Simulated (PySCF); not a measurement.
Harmonic spectrum computed at PBE0 in the def2-TZVP basis family (core potentials from Rb on, PySCF, no spin–orbit coupling):

```json
{"symmetry": "a1", "ω (cm⁻¹)": "106", "IR (km/mol)": "11.9"}
{"symmetry": "a1", "ω (cm⁻¹)": "488", "IR (km/mol)": "36.3"}
{"symmetry": "b2", "ω (cm⁻¹)": "541", "IR (km/mol)": "220"}
```

**Question.** Which molecule gave it? In each, all ligands are bound to the one heavy central atom.
A. ICl₂⁺ (singlet)
B. YCl₂⁺ (singlet)
C. ScCl₂⁺ (singlet)
D. SbCl₂⁺ (singlet)

**Answer.** C. It has C2v symmetry with Sc–Cl 2.182 Å (×2).
